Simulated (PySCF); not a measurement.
Effect of structural changes

The calculation used PySCF, TDDFT BHandHLYP/aug-cc-pVDZ circular dichroism and optical rotation, one conformer, gas phase. Geometry: GFN2-xTB.

Each molecule in one low-energy conformer. The parent is CC[C@@H](Cl)[Si@H](Cl)Br.

The molecule is flexible and this is one conformer; a measurement averages over conformers. The calculation is non-relativistic, which matters for the atoms heavier than Zn.

Task: How does the specific rotation at 589.3 nm (origin-invariant length gauge) change along this series?
- CC[C@@H](Cl)[Si@H](Cl)Br (base)
- CC[C@H](Cl)[Si@H](Cl)Br (diastereomer)

Result: 
| molecule | [α]589 (deg dm⁻¹ (g/mL)⁻¹) | S1 (eV) | R(S1), velocity form (10⁻⁴⁰ esu² cm²) |
| --- | --- | --- | --- |
| CC[C@@H](Cl)[Si@H](Cl)Br | +25.2 | 6.92 | +2.5 |
| CC[C@H](Cl)[Si@H](Cl)Br | -81.7 | 6.96 | -8.5 |

The specific rotation at 589.3 nm (origin-invariant length gauge) is lowest for CC[C@H](Cl)[Si@H](Cl)Br and highest for CC[C@@H](Cl)[Si@H](Cl)Br.
